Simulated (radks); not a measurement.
Values are calculated unless marked as measured or tabulated.
The samarium ion Sm35+, configuration [Ar] 3d9. Level of theory: Dirac Kohn-Sham, relativistic LDA (MacDonald-Vosko exchange, VWN5 correlation), spin-unpolarised, spherical densities, finite nucleus; open shells fill j = l - 1/2 first; Fermi nuclear charge, rms radius 5.0819 fm (a radial shooting solver on a logarithmic mesh with Libxc functionals). Some entries of the table are withheld. Estimate them.

orbital  occ.  eigenvalue (hartree)  <r> (bohr)
1s1/2       2             -1757.596     0.02283
2s1/2       2             -332.0083     0.09655
2p1/2       2                   (1)         (2)
2p3/2       4                   (3)         (4)
3s1/2       2             -110.6408         (5)
3p1/2       2                   (6)      0.2377
3p3/2       4                   (7)      0.2492
3d3/2       4                   (8)      0.2194
3d5/2       5                   (9)      0.2229

Answer. 
(1) 2p1/2 eigenvalue (hartree): -318.1630
(2) 2p1/2 <r> (bohr): 0.08069
(3) 2p3/2 eigenvalue (hartree): -296.1103
(4) 2p3/2 <r> (bohr): 0.08723
(5) 3s1/2 <r> (bohr): 0.2490
(6) 3p1/2 eigenvalue (hartree): -104.7513
(7) 3p3/2 eigenvalue (hartree): -99.99770
(8) 3d3/2 eigenvalue (hartree): -89.98276
(9) 3d5/2 eigenvalue (hartree): -88.91607
